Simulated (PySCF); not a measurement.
Breaking a bond: KH, singlet.

Methods: UHF/def2-SVP (PySCF); RHF/def2-SVP (PySCF); UKS-BLYP = unrestricted BLYP/def2-SVP run with PySCF; RKS-BLYP = restricted BLYP/def2-SVP in PySCF; UKS-CAM-B3LYP = PySCF with unrestricted CAM-B3LYP/def2-SVP; RKS-CAM-B3LYP = PySCF with restricted CAM-B3LYP/def2-SVP; UKS-PBE0 = unrestricted PBE0/def2-SVP (PySCF); RKS-PBE0 = restricted PBE0/def2-SVP in PySCF.

Scanned distances (Å): 1.69, 1.83, 1.94, 2.04, 2.15, 2.18, 2.26, 2.35, 2.38, 2.51, 2.63, 2.81, 3.09, 3.41, 3.76, 4.07, 4.56, 4.94, 5.50, 6.05, 6.81, 7.88, 9.02.

Question: Where does the unrestricted solution first break spin symmetry (<S²> of 0.01 or more)?

Answer: UHF: between 2.63 and 2.81 Å; UKS-BLYP: between 3.09 and 3.41 Å; UKS-CAM-B3LYP: between 3.09 and 3.41 Å; UKS-PBE0: between 3.09 and 3.41 Å.

| R / Å | <S²> UHF | E(RHF) − E(UHF) / eV | <S²> UKS-BLYP | E(RKS-BLYP) − E(UKS-BLYP) / eV | <S²> UKS-CAM-B3LYP | E(RKS-CAM-B3LYP) − E(UKS-CAM-B3LYP) / eV | <S²> UKS-PBE0 | E(RKS-PBE0) − E(UKS-PBE0) / eV |
|---|---|---|---|---|---|---|---|---|
| 1.69 | 0.00 | 0.000 | 0.00 | 0.000 | 0.00 | 0.000 | 0.00 | 0.000 |
| 1.83 | 0.00 | 0.000 | 0.00 | 0.000 | 0.00 | 0.000 | 0.00 | 0.000 |
| 1.94 | 0.00 | 0.000 | 0.00 | 0.000 | 0.00 | 0.000 | 0.00 | 0.000 |
| 2.04 | 0.00 | 0.000 | 0.00 | 0.000 | 0.00 | 0.000 | 0.00 | 0.000 |
| 2.15 | 0.00 | 0.000 | 0.00 | 0.000 | 0.00 | 0.000 | 0.00 | 0.000 |
| 2.18 | 0.00 | 0.000 | 0.00 | 0.000 | 0.00 | 0.000 | 0.00 | 0.000 |
| 2.26 | 0.00 | 0.000 | 0.00 | 0.000 | 0.00 | 0.000 | 0.00 | 0.000 |
| 2.35 | 0.00 | 0.000 | 0.00 | 0.000 | 0.00 | 0.000 | 0.00 | 0.000 |
| 2.38 | 0.00 | 0.000 | 0.00 | 0.000 | 0.00 | 0.000 | 0.00 | 0.000 |
| 2.51 | 0.00 | 0.000 | 0.00 | 0.000 | 0.00 | 0.000 | 0.00 | 0.000 |
| 2.63 | 0.00 | 0.000 | 0.00 | 0.000 | 0.00 | 0.000 | 0.00 | 0.000 |
| 2.81 | 0.06 | 0.001 | 0.00 | 0.000 | 0.00 | 0.000 | 0.00 | 0.000 |
| 3.09 | 0.52 | 0.090 | 0.00 | 0.000 | 0.00 | 0.000 | 0.00 | 0.000 |
| 3.41 | 0.76 | 0.307 | 0.14 | 0.007 | 0.19 | 0.013 | 0.22 | 0.022 |
| 3.76 | 0.88 | 0.605 | 0.33 | 0.044 | 0.45 | 0.099 | 0.43 | 0.098 |
| 4.07 | 0.93 | 0.882 | 0.46 | 0.093 | 0.60 | 0.216 | 0.57 | 0.193 |
| 4.56 | 0.97 | 1.304 | 0.59 | 0.178 | 0.77 | 0.434 | 0.74 | 0.364 |
| 4.94 | 0.98 | 1.602 | 0.66 | 0.242 | 0.85 | 0.610 | 0.83 | 0.498 |
| 5.50 | 0.99 | 1.977 | 0.73 | 0.322 | 0.93 | 0.852 | 0.98 | 0.685 |
| 6.05 | 1.00 | 2.270 | 0.77 | 0.384 | 0.98 | 1.056 | 1.00 | 0.852 |
| 6.81 | 1.00 | 2.577 | 0.80 | 0.444 | 1.00 | 1.276 | 1.00 | 1.014 |
| 7.88 | 1.00 | 2.872 | 0.83 | 0.494 | 1.00 | 1.480 | 1.00 | 1.153 |
| 9.02 | 1.00 | 3.077 | 1.00 | — | 1.00 | 1.614 | 1.00 | 1.235 |

A dash means that the run gave no value there, or that the column was ended at a point which the program doubted or which failed a test of continuity chosen for this set; such a test can also cut sound points.
